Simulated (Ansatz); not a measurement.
Molecular dynamics of ClFGeH₂

Input file:

```yaml
crystal:
  periodic: [false, false, false]
  atoms:
    - { symbol: Ge, position_ang: [0.007291, -0.053046, 0.030355] }
    - { symbol: H, position_ang: [0.031918, 0.044486, 1.543814] }
    - { symbol: Cl, position_ang: [2.019222, 0.002454, -0.714556] }
    - { symbol: F, position_ang: [-0.772742, 1.359361, -0.55883] }
    - { symbol: H, position_ang: [-0.713489, -1.247154, -0.565683] }
basis:
  gaussian: { orbitals: def2-SVP }
hamiltonian:
  xc: hf
md:
  timestep: 0.5
  n_steps: 250
  ensemble: nvt_nose_hoover
  temperature: 300.0
  initial_velocities: maxwell_boltzmann
  seed: 300458
  nose_hoover: { tau: 3.0, chain_length: 1 }
```

Run as:

```bash
$ ansatz run input.yaml --threads 1 --pin off --max-ram 2048MiB --backend cpu --events-out ev --progress --plain --runs-dir out
```

It starts from a relaxed structure.

Output, in part (one step line in 3, the closing report, with atoms numbered from 0):

```
md step     0: t =     0.00 fs  T =   300.0 K  F+E_penalty+E_count = -71703.49962045 eV  E_kin = 0.116334 eV  conserved = -71703.38328645 eV  (33 SCF iters)
md step     3: t =     1.50 fs  T =   259.0 K  F+E_penalty+E_count = -71703.48283433 eV  E_kin = 0.100424 eV  conserved = -71703.38312219 eV  (26 SCF iters)
md step     6: t =     3.00 fs  T =   208.7 K  F+E_penalty+E_count = -71703.45640349 eV  E_kin = 0.080941 eV  conserved = -71703.38281358 eV  (26 SCF iters)
md step     9: t =     4.50 fs  T =   256.2 K  F+E_penalty+E_count = -71703.45622044 eV  E_kin = 0.099347 eV  conserved = -71703.38293363 eV  (26 SCF iters)
md step    12: t =     6.00 fs  T =   373.4 K  F+E_penalty+E_count = -71703.46838380 eV  E_kin = 0.144795 eV  conserved = -71703.38322512 eV  (35 SCF iters)
md step    15: t =     7.50 fs  T =   391.8 K  F+E_penalty+E_count = -71703.44956051 eV  E_kin = 0.151951 eV  conserved = -71703.38307960 eV  (35 SCF iters)
md step    18: t =     9.00 fs  T =   295.2 K  F+E_penalty+E_count = -71703.40690715 eV  E_kin = 0.114480 eV  conserved = -71703.38272420 eV  (26 SCF iters)
md step    21: t =    10.50 fs  T =   246.8 K  F+E_penalty+E_count = -71703.38466889 eV  E_kin = 0.095719 eV  conserved = -71703.38258610 eV  (25 SCF iters)
md step    24: t =    12.00 fs  T =   318.8 K  F+E_penalty+E_count = -71703.40161365 eV  E_kin = 0.123630 eV  conserved = -71703.38278602 eV  (25 SCF iters)
md step    27: t =    13.50 fs  T =   418.8 K  F+E_penalty+E_count = -71703.43139482 eV  E_kin = 0.162384 eV  conserved = -71703.38315442 eV  (34 SCF iters)
md step    30: t =    15.00 fs  T =   365.8 K  F+E_penalty+E_count = -71703.42729512 eV  E_kin = 0.141836 eV  conserved = -71703.38316938 eV  (34 SCF iters)
md step    33: t =    16.50 fs  T =   231.0 K  F+E_penalty+E_count = -71703.39788691 eV  E_kin = 0.089592 eV  conserved = -71703.38274496 eV  (26 SCF iters)
md step    36: t =    18.00 fs  T =   209.9 K  F+E_penalty+E_count = -71703.39840101 eV  E_kin = 0.081400 eV  conserved = -71703.38274938 eV  (26 SCF iters)
md step    39: t =    19.50 fs  T =   291.6 K  F+E_penalty+E_count = -71703.42757064 eV  E_kin = 0.113073 eV  conserved = -71703.38318180 eV  (35 SCF iters)
md step    42: t =    21.00 fs  T =   320.4 K  F+E_penalty+E_count = -71703.43262450 eV  E_kin = 0.124249 eV  conserved = -71703.38323270 eV  (35 SCF iters)
md step    45: t =    22.50 fs  T =   247.8 K  F+E_penalty+E_count = -71703.40050841 eV  E_kin = 0.096089 eV  conserved = -71703.38291424 eV  (27 SCF iters)
md step    48: t =    24.00 fs  T =   188.1 K  F+E_penalty+E_count = -71703.36772486 eV  E_kin = 0.072932 eV  conserved = -71703.38267353 eV  (26 SCF iters)
md step    51: t =    25.50 fs  T =   239.1 K  F+E_penalty+E_count = -71703.36463629 eV  E_kin = 0.092700 eV  conserved = -71703.38272756 eV  (26 SCF iters)
md step    54: t =    27.00 fs  T =   408.1 K  F+E_penalty+E_count = -71703.38492735 eV  E_kin = 0.158260 eV  conserved = -71703.38305528 eV  (34 SCF iters)
md step    57: t =    28.50 fs  T =   483.9 K  F+E_penalty+E_count = -71703.37834212 eV  E_kin = 0.187653 eV  conserved = -71703.38323345 eV  (35 SCF iters)
md step    60: t =    30.00 fs  T =   309.9 K  F+E_penalty+E_count = -71703.31893576 eV  E_kin = 0.120157 eV  conserved = -71703.38267133 eV  (34 SCF iters)
md step    63: t =    31.50 fs  T =   193.3 K  F+E_penalty+E_count = -71703.28190205 eV  E_kin = 0.074957 eV  conserved = -71703.38230022 eV  (25 SCF iters)
md step    66: t =    33.00 fs  T =   276.0 K  F+E_penalty+E_count = -71703.30921019 eV  E_kin = 0.107017 eV  conserved = -71703.38291102 eV  (35 SCF iters)
md step    69: t =    34.50 fs  T =   356.6 K  F+E_penalty+E_count = -71703.32845069 eV  E_kin = 0.138268 eV  conserved = -71703.38322413 eV  (34 SCF iters)
md step    72: t =    36.00 fs  T =   266.0 K  F+E_penalty+E_count = -71703.28881848 eV  E_kin = 0.103131 eV  conserved = -71703.38283469 eV  (35 SCF iters)
md step    75: t =    37.50 fs  T =   141.8 K  F+E_penalty+E_count = -71703.23378539 eV  E_kin = 0.055002 eV  conserved = -71703.38239094 eV  (26 SCF iters)
md step    78: t =    39.00 fs  T =   145.5 K  F+E_penalty+E_count = -71703.21813246 eV  E_kin = 0.056434 eV  conserved = -71703.38231439 eV  (26 SCF iters)
md step    81: t =    40.50 fs  T =   378.4 K  F+E_penalty+E_count = -71703.25556601 eV  E_kin = 0.146746 eV  conserved = -71703.38270478 eV  (34 SCF iters)
md step    84: t =    42.00 fs  T =   670.1 K  F+E_penalty+E_count = -71703.28532946 eV  E_kin = 0.259865 eV  conserved = -71703.38329215 eV  (34 SCF iters)
md step    87: t =    43.50 fs  T =   427.1 K  F+E_penalty+E_count = -71703.21129153 eV  E_kin = 0.165606 eV  conserved = -71703.38266380 eV  (34 SCF iters)
md step    90: t =    45.00 fs  T =   157.9 K  F+E_penalty+E_count = -71703.13942868 eV  E_kin = 0.061245 eV  conserved = -71703.38162724 eV  (26 SCF iters)
md step    93: t =    46.50 fs  T =   259.1 K  F+E_penalty+E_count = -71703.18939426 eV  E_kin = 0.100459 eV  conserved = -71703.38254919 eV  (34 SCF iters)
md step    96: t =    48.00 fs  T =   399.1 K  F+E_penalty+E_count = -71703.25575524 eV  E_kin = 0.154780 eV  conserved = -71703.38331244 eV  (34 SCF iters)
md step    99: t =    49.50 fs  T =   296.4 K  F+E_penalty+E_count = -71703.24414135 eV  E_kin = 0.114920 eV  conserved = -71703.38292526 eV  (36 SCF iters)
md step   102: t =    51.00 fs  T =   161.7 K  F+E_penalty+E_count = -71703.20894031 eV  E_kin = 0.062702 eV  conserved = -71703.38249483 eV  (26 SCF iters)
md step   105: t =    52.50 fs  T =   180.1 K  F+E_penalty+E_count = -71703.21517306 eV  E_kin = 0.069830 eV  conserved = -71703.38240327 eV  (25 SCF iters)
md step   108: t =    54.00 fs  T =   376.6 K  F+E_penalty+E_count = -71703.27237018 eV  E_kin = 0.146041 eV  conserved = -71703.38277781 eV  (25 SCF iters)
md step   111: t =    55.50 fs  T =   542.9 K  F+E_penalty+E_count = -71703.32832971 eV  E_kin = 0.210518 eV  conserved = -71703.38328928 eV  (35 SCF iters)
md step   114: t =    57.00 fs  T =   379.7 K  F+E_penalty+E_count = -71703.31793355 eV  E_kin = 0.147225 eV  conserved = -71703.38315171 eV  (34 SCF iters)
md step   117: t =    58.50 fs  T =   179.8 K  F+E_penalty+E_count = -71703.28390014 eV  E_kin = 0.069716 eV  conserved = -71703.38264104 eV  (26 SCF iters)
md step   120: t =    60.00 fs  T =   166.3 K  F+E_penalty+E_count = -71703.29447237 eV  E_kin = 0.064484 eV  conserved = -71703.38282297 eV  (26 SCF iters)
md step   123: t =    61.50 fs  T =   244.2 K  F+E_penalty+E_count = -71703.32787456 eV  E_kin = 0.094694 eV  conserved = -71703.38321562 eV  (35 SCF iters)
md step   126: t =    63.00 fs  T =   274.9 K  F+E_penalty+E_count = -71703.33342181 eV  E_kin = 0.106591 eV  conserved = -71703.38314500 eV  (35 SCF iters)
md step   129: t =    64.50 fs  T =   251.4 K  F+E_penalty+E_count = -71703.31263257 eV  E_kin = 0.097470 eV  conserved = -71703.38279055 eV  (27 SCF iters)
md step   132: t =    66.00 fs  T =   282.7 K  F+E_penalty+E_count = -71703.30606569 eV  E_kin = 0.109621 eV  conserved = -71703.38259381 eV  (26 SCF iters)
md step   135: t =    67.50 fs  T =   438.1 K  F+E_penalty+E_count = -71703.34052573 eV  E_kin = 0.169903 eV  conserved = -71703.38274070 eV  (25 SCF iters)
md step   138: t =    69.00 fs  T =   557.4 K  F+E_penalty+E_count = -71703.39546027 eV  E_kin = 0.216151 eV  conserved = -71703.38313343 eV  (33 SCF iters)
md step   141: t =    70.50 fs  T =   410.4 K  F+E_penalty+E_count = -71703.41877059 eV  E_kin = 0.159130 eV  conserved = -71703.38331137 eV  (34 SCF iters)
md step   144: t =    72.00 fs  T =   207.8 K  F+E_penalty+E_count = -71703.40972346 eV  E_kin = 0.080583 eV  conserved = -71703.38310475 eV  (26 SCF iters)
md step   147: t =    73.50 fs  T =   131.7 K  F+E_penalty+E_count = -71703.40929444 eV  E_kin = 0.051063 eV  conserved = -71703.38302272 eV  (26 SCF iters)
md step   150: t =    75.00 fs  T =   151.9 K  F+E_penalty+E_count = -71703.42756469 eV  E_kin = 0.058922 eV  conserved = -71703.38321594 eV  (26 SCF iters)
md step   153: t =    76.50 fs  T =   200.2 K  F+E_penalty+E_count = -71703.44286438 eV  E_kin = 0.077645 eV  conserved = -71703.38333444 eV  (25 SCF iters)
md step   156: t =    78.00 fs  T =   239.1 K  F+E_penalty+E_count = -71703.43925448 eV  E_kin = 0.092715 eV  conserved = -71703.38320340 eV  (26 SCF iters)
md step   159: t =    79.50 fs  T =   289.7 K  F+E_penalty+E_count = -71703.42659497 eV  E_kin = 0.112347 eV  conserved = -71703.38299452 eV  (26 SCF iters)
md step   162: t =    81.00 fs  T =   403.3 K  F+E_penalty+E_count = -71703.42813792 eV  E_kin = 0.156410 eV  conserved = -71703.38293771 eV  (26 SCF iters)
md step   165: t =    82.50 fs  T =   530.2 K  F+E_penalty+E_count = -71703.45175142 eV  E_kin = 0.205594 eV  conserved = -71703.38310785 eV  (27 SCF iters)
md step   168: t =    84.00 fs  T =   476.7 K  F+E_penalty+E_count = -71703.47297937 eV  E_kin = 0.184858 eV  conserved = -71703.38331793 eV  (27 SCF iters)
md step   171: t =    85.50 fs  T =   287.7 K  F+E_penalty+E_count = -71703.47057907 eV  E_kin = 0.111569 eV  conserved = -71703.38329374 eV  (25 SCF iters)
md step   174: t =    87.00 fs  T =   159.6 K  F+E_penalty+E_count = -71703.46074728 eV  E_kin = 0.061900 eV  conserved = -71703.38315763 eV  (25 SCF iters)
md step   177: t =    88.50 fs  T =   130.5 K  F+E_penalty+E_count = -71703.46329247 eV  E_kin = 0.050590 eV  conserved = -71703.38318502 eV  (25 SCF iters)
md step   180: t =    90.00 fs  T =   162.8 K  F+E_penalty+E_count = -71703.47453286 eV  E_kin = 0.063144 eV  conserved = -71703.38331842 eV  (26 SCF iters)
md step   183: t =    91.50 fs  T =   219.4 K  F+E_penalty+E_count = -71703.47800001 eV  E_kin = 0.085079 eV  conserved = -71703.38333072 eV  (24 SCF iters)
md step   186: t =    93.00 fs  T =   285.9 K  F+E_penalty+E_count = -71703.46643516 eV  E_kin = 0.110851 eV  conserved = -71703.38317929 eV  (26 SCF iters)
md step   189: t =    94.50 fs  T =   377.7 K  F+E_penalty+E_count = -71703.45102608 eV  E_kin = 0.146467 eV  conserved = -71703.38302819 eV  (26 SCF iters)
md step   192: t =    96.00 fs  T =   485.3 K  F+E_penalty+E_count = -71703.44865479 eV  E_kin = 0.188176 eV  conserved = -71703.38304166 eV  (26 SCF iters)
md step   195: t =    97.50 fs  T =   493.5 K  F+E_penalty+E_count = -71703.45761081 eV  E_kin = 0.191379 eV  conserved = -71703.38320967 eV  (25 SCF iters)
md step   198: t =    99.00 fs  T =   354.1 K  F+E_penalty+E_count = -71703.45747436 eV  E_kin = 0.137311 eV  conserved = -71703.38331556 eV  (25 SCF iters)
md step   201: t =   100.50 fs  T =   204.6 K  F+E_penalty+E_count = -71703.44398352 eV  E_kin = 0.079326 eV  conserved = -71703.38322902 eV  (26 SCF iters)
md step   204: t =   102.00 fs  T =   135.2 K  F+E_penalty+E_count = -71703.43454902 eV  E_kin = 0.052443 eV  conserved = -71703.38313473 eV  (25 SCF iters)
md step   207: t =   103.50 fs  T =   149.3 K  F+E_penalty+E_count = -71703.44032797 eV  E_kin = 0.057902 eV  conserved = -71703.38320399 eV  (26 SCF iters)
md step   210: t =   105.00 fs  T =   225.7 K  F+E_penalty+E_count = -71703.45287356 eV  E_kin = 0.087541 eV  conserved = -71703.38332162 eV  (26 SCF iters)
md step   213: t =   106.50 fs  T =   329.8 K  F+E_penalty+E_count = -71703.45491633 eV  E_kin = 0.127894 eV  conserved = -71703.38328683 eV  (26 SCF iters)
md step   216: t =   108.00 fs  T =   411.0 K  F+E_penalty+E_count = -71703.44172336 eV  E_kin = 0.159374 eV  conserved = -71703.38312095 eV  (25 SCF iters)
md step   219: t =   109.50 fs  T =   432.1 K  F+E_penalty+E_count = -71703.42800225 eV  E_kin = 0.167579 eV  conserved = -71703.38302205 eV  (26 SCF iters)
md step   222: t =   111.00 fs  T =   394.5 K  F+E_penalty+E_count = -71703.42613500 eV  E_kin = 0.152962 eV  conserved = -71703.38310299 eV  (26 SCF iters)
md step   225: t =   112.50 fs  T =   314.2 K  F+E_penalty+E_count = -71703.42691603 eV  E_kin = 0.121823 eV  conserved = -71703.38326809 eV  (26 SCF iters)
md step   228: t =   114.00 fs  T =   215.2 K  F+E_penalty+E_count = -71703.41458985 eV  E_kin = 0.083450 eV  conserved = -71703.38330341 eV  (26 SCF iters)
md step   231: t =   115.50 fs  T =   135.6 K  F+E_penalty+E_count = -71703.39169341 eV  E_kin = 0.052601 eV  conserved = -71703.38315456 eV  (25 SCF iters)
md step   234: t =   117.00 fs  T =   116.7 K  F+E_penalty+E_count = -71703.37735684 eV  E_kin = 0.045241 eV  conserved = -71703.38305786 eV  (25 SCF iters)
md step   237: t =   118.50 fs  T =   197.1 K  F+E_penalty+E_count = -71703.38263279 eV  E_kin = 0.076422 eV  conserved = -71703.38319035 eV  (25 SCF iters)
md step   240: t =   120.00 fs  T =   388.5 K  F+E_penalty+E_count = -71703.39055321 eV  E_kin = 0.150637 eV  conserved = -71703.38330310 eV  (35 SCF iters)
md step   243: t =   121.50 fs  T =   553.6 K  F+E_penalty+E_count = -71703.37081419 eV  E_kin = 0.214679 eV  conserved = -71703.38308830 eV  (34 SCF iters)
md step   246: t =   123.00 fs  T =   491.3 K  F+E_penalty+E_count = -71703.33130048 eV  E_kin = 0.190509 eV  conserved = -71703.38277649 eV  (35 SCF iters)
md step   249: t =   124.50 fs  T =   347.3 K  F+E_penalty+E_count = -71703.31338695 eV  E_kin = 0.134658 eV  conserved = -71703.38272343 eV  (26 SCF iters)
md step   250: t =   125.00 fs  T =   315.5 K  F+E_penalty+E_count = -71703.31512134 eV  E_kin = 0.122326 eV  conserved = -71703.38277705 eV  (34 SCF iters)
Total energy: -71703.31512134 eV, -2635.0482284566 hartree
Atom 0 at     0.030181    -0.009928    -0.011222 Å, force    -0.827312    -1.314065     0.784910 eV/Å
Atom 1 at     0.083937     0.210573     1.503006 Å, force     0.054342    -0.305740    -0.179997 eV/Å
Atom 2 at     2.060497    -0.070266    -0.679435 Å, force     0.003356     0.312505    -0.328380 eV/Å
Atom 3 at    -0.941695     1.325677    -0.464190 Å, force     0.240524     0.197166    -0.641274 eV/Å
Atom 4 at    -0.682010    -1.327701    -0.548020 Å, force     0.529091     1.110134     0.364741 eV/Å
Dipole moment:    -0.055632    -0.338362     0.182459 e Å
```

The run went to its last step. The conserved energy stayed within 0.34 meV per atom of its start (net change 0.1 meV per atom), so the integration is sound. A run of 0.12 ps of so small a system gives no equilibrium averages.

The same pairs are bonded in the first frame and the last. Pairs count as bonded within 1.25 times the sum of covalent radii (0.12 Å more for H–H).

Last frame:

```xyz
5
Properties=species:S:1:pos:R:3
Ge 0.030 -0.010 -0.011
H 0.084 0.211 1.503
Cl 2.061 -0.070 -0.679
F -0.942 1.326 -0.464
H -0.682 -1.328 -0.548
```

Run time: 4.1 min on 1 thread of Arm Neoverse V2, on a shared host, peak memory 0.13 GiB.
